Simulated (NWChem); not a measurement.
CH$_{5}$BO; SMILES BOC

Computed with NWChem. All runs use the structure optimised with PBE0/def2-SVP. Gas phase, vertical. One conformer.

B3LYP/def2-SVPD, TDA puts singlet state 4 at 8.06 eV with oscillator strength 0.153.

Give the wavelength, the transition dipole and the radiative lifetime of that state in vacuum.


1. λ = 1239.84/8.06 = 154 nm, or 65010 cm⁻¹.
2. f = (2/3) ΔE μ² in atomic units, so μ = √(1.5 f/ΔE) = 0.88 a.u. = 2.24 D.
3. τ = 1.499 s cm⁻² / (f ν²) = 2.3 ns, for a non-degenerate state that emits at the vertical energy; a higher state like this one mostly decays faster by other paths.
